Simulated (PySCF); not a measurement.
**Energy of Lu (lutetium, neutral) between two integer charges**

The 5d alpha orbital of [Xe] 4f14 5d1 6s2 is emptied in steps (occupation f), with all orbitals relaxed, ending at [Xe] 4f14 6s2. All numbers are calculated (PySCF 2.14, a scalar-relativistic core potential, in def2-SVP with the def2 core potential (28 electrons) (10s7p4d3f1g, 81 functions)). The exact energy is a straight line in f; departures are measured from the line between the end points of the same method.

```tsv
f	BLYP (eV)
1	0.000
0.8	-0.598
0.6	-0.907
0.4	-0.917
0.2	-0.618
0	0.000
```

Problem. For BLYP, how does the orbital energy at f = 1 compare with the removal energy?

Solution. −ε = 1.676 eV against a total-energy difference of 5.369 eV. By Janak's theorem ε = ∂E/∂f, so the gap between them reflects the curvature. Along the path −ε is 3.093 (f = 0.8), 4.562 (f = 0.6), 6.082 (f = 0.4), 7.654 (f = 0.2) eV.

Reference removal energy between the ground levels: 5.426 eV (measured; NIST Atomic Spectra Database, ionization energies). The calculation has no spin-orbit coupling.
